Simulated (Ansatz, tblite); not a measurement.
Cost and result up the ladder for BEt2(OiPr) (C7H17BO) (26 atoms). Charge 0, multiplicity 1. Geometry: PBE-D4/def2-SVP.

```xyz
26

B    -0.715   -0.095    0.385
C    -1.486   -0.676    1.646
C    -1.832   -2.172    1.584
H    -2.437   -0.091    1.715
H    -0.925   -0.437    2.575
H    -2.434   -2.500    2.457
H    -2.416   -2.427    0.674
H    -0.917   -2.803    1.568
C    -1.147   -0.453   -1.108
C    -0.267   -1.565   -1.716
H    -1.111    0.445   -1.765
H    -2.207   -0.787   -1.114
H    -0.595   -1.845   -2.739
H     0.797   -1.258   -1.786
H    -0.295   -2.488   -1.100
O     0.343    0.725    0.673
C     1.175    1.397   -0.284
C     2.602    0.877   -0.124
C     1.059    2.900   -0.045
H     0.821    1.168   -1.314
H     2.967    1.067    0.906
H     3.286    1.379   -0.838
H     2.647   -0.214   -0.309
H     0.013    3.240   -0.177
H     1.374    3.150    0.989
H     1.701    3.462   -0.753
```

Ansatz on 4 threads of Arm Neoverse V1 on a shared host; xTB runs through tblite on one thread. Times are rough, summed over both states, and most runs start from the orbitals of an earlier one. PBE0-D4/def2-TZVP serves as the yardstick here, not as an exact answer. The other state is a triplet.

The xTB rows come from tblite.

xTB has no spin-polarisation term.

| level | functions | vertical triplet (eV) | difference from PBE0-D4/def2-TZVP (eV) |
| --- | --- | --- | --- |
| GFN2-xTB | 53 | 5.83 | 0.06 |
| r2SCAN-D4/def2-TZVP | 381 | 5.48 | -0.29 |
| GFN1-xTB | 70 | 6.04 | 0.27 |
| PBE-D4/def2-TZVP | 381 | 5.30 | -0.47 |
| PBE0-D4/def2-TZVP (with forces) | 381 | 5.77 | 0.00 |

Estimate how long each takes.

GFN2-xTB 0.023 s; GFN1-xTB 0.033 s; PBE-D4/def2-TZVP 25 s; r2SCAN-D4/def2-TZVP 48 s; PBE0-D4/def2-TZVP (with forces) 67 s. On shared hardware such times vary by a factor of up to 3.
